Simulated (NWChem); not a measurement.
System: CH3BeFS; SMILES C[S][Be][F]

The following NWChem deck was run.

```
start job
memory heap 200 mb stack 900 mb global 1100 mb
geometry units angstroms noautoz
  Be     0.071638    -1.036525    -0.000323
  F     -0.418484    -2.339634    -0.001070
  S      0.772138     0.726345     0.001155
  C     -0.775627     1.711396     0.003163
  H     -1.374991     1.530529    -0.898959
  H     -0.470390     2.766141     0.009840
  H     -1.379424     1.520617     0.900247
end
basis spherical
  Be library def2-svp
  F library def2-svp
  S library def2-svp
  C library def2-svp
  H library def2-svp
end
dft
  xc xtpss03 ctpss03
  iterations 150
  mulliken
end
task dft energy
```

NWChem printed, in part:

```
             Northwest Computational Chemistry Package (NWChem) 7.3.0
             --------------------------------------------------------

 C1  symmetry detected

                             Geometry "geometry" -> ""
                             -------------------------

 Output coordinates in angstroms (scale by  1.889725989 to convert to a.u.)

  No.       Tag          Charge          X              Y              Z
 ---- ---------------- ---------- -------------- -------------- --------------
    1 Be                   4.0000     0.15536022    -1.09237360    -0.00017985
    2 F                    9.0000    -0.20210152    -2.43793455     0.00004051
    3 S                   16.0000     0.67620715     0.73166902     0.00001521
    4 C                    6.0000    -0.96223944     1.55713785    -0.00002527
    5 H                    1.0000    -1.53982492     1.31645093    -0.90237720
    6 H                    1.0000    -0.76392549     2.63710951     0.00580592
    7 H                    1.0000    -1.54465451     1.30781345     0.89683435

 Effective nuclear repulsion energy (a.u.)     119.0130701650

                                 NWChem DFT Module
                                 -----------------

 Summary of "ao basis" -> "ao basis" (spherical)
 ------------------------------------------------------------------------------
       Tag                 Description            Shells   Functions and Types
 ---------------- ------------------------------  ------  ---------------------
 Be                         def2-svp                 5        9   3s2p
 F                          def2-svp                 6       14   3s2p1d
 S                          def2-svp                 8       18   4s3p1d
 C                          def2-svp                 6       14   3s2p1d
 H                          def2-svp                 3        5   2s1p

            General Information
            -------------------
          SCF calculation type: DFT
          Wavefunction type:  closed shell.
          No. of atoms     :     7
          No. of electrons :    38
           Alpha electrons :    19
            Beta electrons :    19
          Charge           :     0
          Spin multiplicity:     1
          Use of symmetry is: off; symmetry adaption is: off
          Maximum number of iterations: 150
          AO basis - number of functions:    70
                     number of shells:    34
          Convergence on energy requested:  1.00D-06
          Convergence on density requested:  1.00D-05
          Convergence on gradient requested:  5.00D-04

              XC Information
              --------------
                  TPSS metaGGA Exchange Functional  1.000
             TPSS03 metaGGA Correlation Functional  1.000

             Grid Information
             ----------------
          Grid used for XC integration:  medium
          Radial quadrature: Mura-Knowles
          Angular quadrature: Lebedev.
          Tag              B.-S. Rad. Rad. Pts. Rad. Cut. Ang. Pts.
          ---              ---------- --------- --------- ---------
          Be                  1.05       49          10.0       434
          F                   0.50       49          12.0       434
          S                   1.00       88           8.0       590
          C                   0.70       49          10.0       434
          H                   0.35       45          12.0       434
          Grid pruning is: on
          Number of quadrature shells:   370
          Spatial weights used:  Erf1

      Superposition of Atomic Density Guess
      -------------------------------------

 Sum of atomic energies:        -550.31620424

      Non-variational initial energy
      ------------------------------

 Total energy =    -551.459724
 1-e energy   =    -995.315575
 2-e energy   =     324.842781
 HOMO         =      -0.301651
 LUMO         =      -0.017151

     ---------------------------------------------
      Total Density - Mulliken Population Analysis
     ---------------------------------------------

    Atom       Charge   Shell Charges
 -----------   ------   -------------------------------------------------------
    1 Be   4     3.09   1.99  0.48  0.07  0.49  0.07
    2 F    9     9.70   1.99  1.15  0.79  3.58  2.18  0.00
    3 S   16    16.37   2.00  1.99  1.20  0.63  5.94  1.80  2.77  0.04
    4 C    6     6.19   1.99  0.93  0.26  1.91  1.07  0.02
    5 H    1     0.88   0.67  0.19  0.02
    6 H    1     0.88   0.67  0.19  0.02
    7 H    1     0.88   0.67  0.19  0.02

   convergence    iter        energy       DeltaE   RMS-Dens  Diis-err
 ---------------- ----- ----------------- --------- --------- ---------
 d= 0,ls=0.0,diis     1   -552.5122423254 -6.72D+02  2.08D-02  6.15D-01
 d= 0,ls=0.0,diis     2   -552.2405934508  2.72D-01  1.29D-02  3.86D+00
 d= 0,ls=0.0,diis     3   -552.5952953071 -3.55D-01  2.94D-03  1.94D-02
 d= 0,ls=0.0,diis     4   -552.5953374391 -4.21D-05  1.59D-03  1.71D-02
 d= 0,ls=0.0,diis     5   -552.5978845690 -2.55D-03  2.76D-04  3.86D-04
  Resetting Diis
 d= 0,ls=0.0,diis     6   -552.5979339192 -4.94D-05  8.55D-05  2.66D-05
 d= 0,ls=0.0,diis     7   -552.5979379811 -4.06D-06  5.43D-05  3.32D-06
 d= 0,ls=0.0,diis     8   -552.5979372109  7.70D-07  3.26D-05  8.91D-06
 d= 0,ls=0.0,diis     9   -552.5979384777 -1.27D-06  3.30D-06  1.60D-07
 d= 0,ls=0.0,diis    10   -552.5979384920 -1.43D-08  8.18D-07  5.39D-09

         Total DFT energy =     -552.597938492005
      One electron energy =     -998.628578912809
           Coulomb energy =      372.672541769547
    Exchange-Corr. energy =      -45.654971513772
 Nuclear repulsion energy =      119.013070165029

 Numeric. integr. density =       38.000004284142

                       DFT Final Molecular Orbital Analysis
                       ------------------------------------

 Vector   17  Occ=2.000000D+00  E=-3.472428D-01
              MO Center= -7.7D-02,  4.1D-01,  2.3D-04, r^2= 3.8D+00
   Bfn.  Coefficient  Atom+Function         Bfn.  Coefficient  Atom+Function
  ----- ------------  ---------------      ----- ------------  ---------------
    13      0.281018  2 F  px                46      0.261456  4 C  py
    34      0.248341  3 S  px                45     -0.234248  4 C  px
    31      0.222902  3 S  px                32     -0.204022  3 S  py
    16     -0.194940  2 F  px                35     -0.195202  3 S  py
    61      0.178322  6 H  s                 49      0.148130  4 C  py

 Vector   18  Occ=2.000000D+00  E=-2.733651D-01
              MO Center=  4.9D-01,  8.1D-01,  5.7D-04, r^2= 2.2D+00
   Bfn.  Coefficient  Atom+Function         Bfn.  Coefficient  Atom+Function
  ----- ------------  ---------------      ----- ------------  ---------------
    34      0.329887  3 S  px                35      0.317963  3 S  py
    32      0.276246  3 S  py                31      0.270135  3 S  px
     2     -0.245848  1 Be s                 27      0.238521  3 S  s
     5      0.230626  1 Be py                26      0.193428  3 S  s
    29      0.158922  3 S  py                45     -0.157353  4 C  px

 Vector   19  Occ=2.000000D+00  E=-2.221044D-01
              MO Center=  4.8D-01,  6.0D-01, -4.0D-04, r^2= 2.1D+00
   Bfn.  Coefficient  Atom+Function         Bfn.  Coefficient  Atom+Function
  ----- ------------  ---------------      ----- ------------  ---------------
    36      0.619439  3 S  pz                33      0.421221  3 S  pz
    30      0.243127  3 S  pz                 6     -0.138860  1 Be pz
    56      0.126915  5 H  s                 66     -0.126125  7 H  s
    47     -0.113591  4 C  pz                15      0.093364  2 F  pz
    18     -0.087697  2 F  pz                57      0.078417  5 H  s

 Vector   20  Occ=0.000000D+00  E=-3.926782D-02
              MO Center= -5.5D-02, -2.0D-01,  2.7D-04, r^2= 4.5D+00
   Bfn.  Coefficient  Atom+Function         Bfn.  Coefficient  Atom+Function
  ----- ------------  ---------------      ----- ------------  ---------------
    44      0.970738  4 C  s                  4     -0.436234  1 Be px
    27     -0.427161  3 S  s                  7      0.407169  1 Be px
    62     -0.400775  6 H  s                 35     -0.294289  3 S  py
    34      0.292653  3 S  px                48      0.293302  4 C  px
    43      0.237313  4 C  s                 57     -0.220430  5 H  s

 Vector   21  Occ=0.000000D+00  E=-2.402205D-02
              MO Center=  1.4D-01, -9.4D-01,  2.0D-04, r^2= 5.6D+00
   Bfn.  Coefficient  Atom+Function         Bfn.  Coefficient  Atom+Function
  ----- ------------  ---------------      ----- ------------  ---------------
     3      1.208685  1 Be s                 27     -0.610140  3 S  s
    35      0.287058  3 S  py                12     -0.269721  2 F  s
    44     -0.215596  4 C  s                 26     -0.210689  3 S  s
    48      0.196716  4 C  px                34      0.190434  3 S  px
     2      0.161359  1 Be s                  8      0.152158  1 Be py

 Vector   22  Occ=0.000000D+00  E= 1.324847D-03
              MO Center=  2.9D-02, -8.1D-01, -7.5D-04, r^2= 4.2D+00
   Bfn.  Coefficient  Atom+Function         Bfn.  Coefficient  Atom+Function
  ----- ------------  ---------------      ----- ------------  ---------------
     9      0.591770  1 Be pz                 6     -0.527764  1 Be pz
    67      0.323736  7 H  s                 36     -0.320618  3 S  pz
    57     -0.321678  5 H  s                 50     -0.290773  4 C  pz
    15      0.223969  2 F  pz                18     -0.216450  2 F  pz
    33     -0.171940  3 S  pz                30     -0.093451  3 S  pz

     ---------------------------------------------
      Total Density - Mulliken Population Analysis
     ---------------------------------------------

[...]
```

Level: TPSS/def2-SVP. All runs use the structure optimised with PBE0/def2-SVP.
